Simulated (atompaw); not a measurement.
## Cutoff test, platinum (Pt), PAW (atompaw)

platinum (Pt), PAW, made with atompaw 4.2.0.5 (LDA (PW92), scalar-relativistic). Core [Kr] 4d10 4f14, reference 5s2 5p6 5d9 6s0 6p0 (charge +1). Waves: 5s (bound): rc 1.25 bohr; 6s (bound, empty): rc 1.90 bohr; 5p (bound): rc 1.40 bohr; 6p (bound, empty): rc 1.95 bohr; 5d (bound): rc 2.40 bohr; 5d channel at -0.4 Ry: rc 2.40 bohr. Local part: troulliermartins scheme with l = 3 at 0 Ry, radius 1.90 bohr. Core correction: smooth core density matched at 1.50 bohr. Augmentation charge: sinc compensation charge, radius 2.40 bohr; PAW radius 2.40 bohr; waves and projectors: custom rrkj vanderbiltortho.

The pseudo-atom Hamiltonian at the reference potential is diagonalised in spherical Bessel functions j_l(qr) that vanish at 20 bohr, with q² up to the cutoff. All-electron valence levels (Ry): 5s -8.1215, 6s -0.9740, 5p -4.7498, 6p -0.5021, 5d -1.0726.

Task: How do the lowest levels (Ry) of each channel move with the cutoff, and are there ghosts?

Result:

| cutoff (Ry) | s #1 | s #2 | p #1 | p #2 | d #1 | d #2 | d #3 | f #1 | Σ f·Δε (mRy) |
| --- | --- | --- | --- | --- | --- | --- | --- | --- | --- |
| 8 | -7.5664 | -0.7378 | -4.2703 | -0.3782 | -0.9450 | -0.1358 | -0.0333 | -0.0486 | 5136.0 |
| 12 | -7.8308 | -0.8179 | -4.5354 | -0.4035 | -1.0539 | -0.1421 | -0.0386 | -0.0486 | 2036.0 |
| 21 | -8.0775 | -0.9515 | -4.6607 | -0.4410 | -1.0724 | -0.1440 | -0.0401 | -0.0486 | 624.7 |
| 30 | -8.1159 | -0.9729 | -4.7298 | -0.4935 | -1.0725 | -0.8037 | -0.1440 | -0.0486 | 132.2 |
| 45 | -8.1211 | -0.9738 | -4.7492 | -0.5014 | -1.0942 | -1.0726 | -0.1441 | -0.0486 | 4.8 |
| 55 | -8.1212 | -0.9740 | -4.7493 | -0.5019 | -1.1002 | -1.0726 | -0.1441 | -0.0486 | 4.3 |
| 80 | -8.1214 | -0.9740 | -4.7498 | -0.5021 | -1.1004 | -1.0726 | -0.1441 | -0.0486 | 0.7 |
| 100 | -8.1214 | -0.9740 | -4.7498 | -0.5021 | -1.1006 | -1.0726 | -0.1441 | -0.0486 | 0.5 |
| 400 | -8.1215 | -0.9740 | -4.7499 | -0.5021 | -1.1006 | -1.0726 | -0.1441 | -0.0486 | 0.0 |

Result: ghost state, extra bound levels that the all-electron valence spectrum of the same l lacks: d at -15.0 eV (a true bound ghost makes a file unfit for plane-wave use); 10 mRy is reached at 45 Ry and 1 mRy at 80 Ry.
